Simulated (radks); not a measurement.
Spin polarisation of the 4p4 shell in Kr2+. Start: [Ar] 3d10 4s2 4p(up 2, down 2); electrons of 4p are moved from spin down to spin up, other shells keep equal spins. Calculated with a radial shooting solver on a logarithmic mesh with Libxc functionals: non-relativistic Kohn-Sham, PBE, spin-polarised, spherical densities, point nucleus.

moment (Bohr magnetons),E - E(0) (eV),e(4p up) (eV),e(4p down) (eV),4s down minus up (eV)
0,0.000,-30.940,-30.940,0.000
0.5,-0.063,-31.181,-30.680,0.511
1,-0.251,-31.406,-30.399,1.024
1.5,-0.566,-31.613,-30.096,1.542
2,-1.010,-31.805,-29.769,2.068

At moment 2 the spin-polarisation energy is -1.010 eV and the 4p exchange splitting 2.035 eV, that is 1.018 eV per Bohr magneton; E = -I m^2/4 would give I = 1.010 eV.
